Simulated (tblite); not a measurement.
Compound: C8H8S.
Atom-mapped SMILES: `[CH2:1]=[CH:2]/[CH:3]=[CH:4]/[c:5]1[cH:6][cH:7][cH:8][s:9]1` (hydrogens: H10, H11 on C1; H12 on C2; H13 on C3; H14 on C4; H15 on C6; H16 on C7; H17 on C8)

Computed with GFN2-xTB (tblite), gas phase: L-BFGS steps from a force-field or distance-geometry start until the largest atomic force falls under 0.01 eV/Å.

Step 10: E = -663.5478 eV
```
atom  x, y, z in Å  |  force x, y, z in eV/Å
C1      3.7245    0.9333   -0.2502    0.033   0.034  -0.015
C2      2.7823    0.0491    0.0748   -0.058  -0.024   0.009
C3      1.3732    0.3075   -0.0579   -0.002  -0.016  -0.002
C4      0.3995   -0.5664    0.2585    0.028   0.026  -0.003
C5     -1.0009   -0.3050    0.1250    0.061  -0.026   0.011
C6     -2.0336   -1.1543    0.4368    0.052  -0.015   0.006
C7     -3.3024   -0.6026    0.1925   -0.033   0.005  -0.006
C8     -3.2367    0.6601   -0.3040   -0.025   0.035  -0.011
S9     -1.6198    1.2081   -0.4844    0.026  -0.043   0.018
H10     4.7745    0.7203   -0.1410   -0.026  -0.028   0.007
H11     3.4786    1.9080   -0.6406   -0.034  -0.027   0.016
H12     3.0677   -0.9228    0.4618   -0.057   0.036  -0.012
H13     1.0916    1.2814   -0.4431    0.037  -0.031   0.012
H14     0.6440   -1.5497    0.6473    0.031   0.077  -0.030
H15    -1.8783   -2.1439    0.8293    0.003   0.007  -0.002
H16    -4.2260   -1.1196    0.3761   -0.038  -0.027   0.010
H17    -4.0453    1.3086   -0.5768    0.003   0.016  -0.007
```

Step 11: E = -663.5484 eV
```
atom  x, y, z in Å  |  force x, y, z in eV/Å
C1      3.7249    0.9339   -0.2505   -0.046  -0.040   0.013
C2      2.7814    0.0490    0.0749    0.015   0.041  -0.015
C3      1.3733    0.3073   -0.0580    0.023   0.025  -0.016
C4      0.4002   -0.5657    0.2583    0.009   0.002   0.005
C5     -0.9995   -0.3046    0.1249    0.014  -0.055   0.020
C6     -2.0317   -1.1548    0.4370   -0.012   0.004  -0.002
C7     -3.3022   -0.6033    0.1926   -0.029   0.012  -0.007
C8     -3.2374    0.6602   -0.3039   -0.008   0.007  -0.001
S9     -1.6193    1.2068   -0.4839    0.009  -0.008   0.004
H10     4.7738    0.7194   -0.1408   -0.006  -0.025   0.006
H11     3.4775    1.9076   -0.6403   -0.030  -0.005   0.007
H12     3.0658   -0.9221    0.4616   -0.042   0.007   0.000
H13     1.0930    1.2812   -0.4430    0.027  -0.017   0.006
H14     0.6445   -1.5483    0.6468    0.036   0.054  -0.021
H15    -1.8784   -2.1448    0.8297    0.012   0.015  -0.004
H16    -4.2277   -1.1199    0.3762    0.009  -0.012   0.005
H17    -4.0453    1.3103   -0.5775    0.019  -0.004   0.002
```

Step 12: E = -663.5487 eV
```
atom  x, y, z in Å  |  force x, y, z in eV/Å
C1      3.7244    0.9334   -0.2503    0.001   0.001  -0.001
C2      2.7812    0.0496    0.0746   -0.008  -0.009   0.003
C3      1.3737    0.3076   -0.0583    0.007   0.018  -0.011
C4      0.4006   -0.5652    0.2583    0.018   0.018  -0.003
C5     -0.9987   -0.3054    0.1252   -0.009  -0.036   0.013
C6     -2.0311   -1.1549    0.4371   -0.051  -0.001  -0.001
C7     -3.3026   -0.6034    0.1926   -0.009   0.013  -0.006
C8     -3.2377    0.6604   -0.3039    0.006  -0.014   0.006
S9     -1.6188    1.2059   -0.4835   -0.001   0.006  -0.001
H10     4.7735    0.7187   -0.1406   -0.013  -0.021   0.005
H11     3.4765    1.9072   -0.6400   -0.024  -0.006   0.007
H12     3.0642   -0.9216    0.4615   -0.033   0.000   0.002
H13     1.0942    1.2807   -0.4429    0.015   0.011  -0.006
H14     0.6452   -1.5467    0.6461    0.045   0.016  -0.006
H15    -1.8782   -2.1449    0.8298    0.012   0.014  -0.004
H16    -4.2284   -1.1204    0.3763    0.026  -0.004   0.002
H17    -4.0450    1.3110   -0.5778    0.020  -0.005   0.003
```

Step 13: E = -663.5490 eV
```
atom  x, y, z in Å  |  force x, y, z in eV/Å
C1      3.7241    0.9332   -0.2503    0.003   0.000   0.000
C2      2.7807    0.0498    0.0745    0.000  -0.010   0.003
C3      1.3741    0.3082   -0.0587   -0.006   0.013  -0.006
C4      0.4012   -0.5644    0.2582    0.008   0.015  -0.005
C5     -0.9982   -0.3066    0.1257   -0.034  -0.009   0.002
C6     -2.0316   -1.1552    0.4372   -0.039   0.004  -0.003
C7     -3.3030   -0.6034    0.1925    0.000  -0.004   0.001
C8     -3.2377    0.6603   -0.3038    0.017  -0.008   0.003
S9     -1.6184    1.2051   -0.4832   -0.001   0.004  -0.001
H10     4.7729    0.7177   -0.1404   -0.009  -0.016   0.003
H11     3.4753    1.9068   -0.6397   -0.018  -0.002   0.004
H12     3.0622   -0.9213    0.4614   -0.022  -0.015   0.008
H13     1.0955    1.2808   -0.4430    0.003   0.036  -0.016
H14     0.6465   -1.5450    0.6455    0.052  -0.010   0.005
H15    -1.8779   -2.1449    0.8298    0.006   0.004  -0.001
H16    -4.2286   -1.1208    0.3765    0.027  -0.001   0.000
H17    -4.0442    1.3115   -0.5780    0.013  -0.003   0.002
```

Problem. Estimate the geometry and energy of step 14. (The exact step hangs on the optimiser's Hessian estimate; all steps are aligned on step 13, rigid shifts and turns removed.)

Solution. E = -663.5493 eV, largest force 0.055 eV/Å
```
atom  x, y, z in Å  |  force x, y, z in eV/Å
C1      3.7237    0.9330   -0.2503    0.008   0.004  -0.001
C2      2.7803    0.0500    0.0744   -0.006  -0.018   0.005
C3      1.3745    0.3092   -0.0594   -0.017   0.017  -0.005
C4      0.4019   -0.5633    0.2579   -0.015  -0.001  -0.002
C5     -0.9982   -0.3080    0.1262   -0.030   0.022  -0.009
C6     -2.0324   -1.1556    0.4372   -0.015   0.001  -0.001
C7     -3.3036   -0.6035    0.1924    0.013  -0.003   0.002
C8     -3.2376    0.6601   -0.3036    0.022  -0.006   0.001
S9     -1.6182    1.2043   -0.4829    0.003   0.001   0.001
H10     4.7721    0.7162   -0.1401   -0.003  -0.008   0.001
H11     3.4735    1.9063   -0.6392   -0.007  -0.001   0.003
H12     3.0593   -0.9212    0.4616   -0.009  -0.025   0.011
H13     1.0972    1.2817   -0.4435   -0.007   0.049  -0.022
H14     0.6490   -1.5434    0.6449    0.051  -0.019   0.010
H15    -1.8774   -2.1448    0.8299   -0.002  -0.006   0.003
H16    -4.2284   -1.1213    0.3766    0.010  -0.005   0.001
H17    -4.0428    1.3122   -0.5782    0.003   0.000   0.001
```

The energy changes by -0.0003 eV. The first-order estimate −F·Δx gives -0.0004 eV and the mean of the old and new forces, exact on a quadratic surface, -0.0003 eV. The step makes an angle of 53° with the force vector and moves no atom by more than 0.003 Å.

The cost below is that of the whole relaxation. Hardware: 2 threads, Intel Xeon Platinum 8488C (x86_64), no GPU, shared host. Cost: 0.31 s wall, 0.61 s CPU.
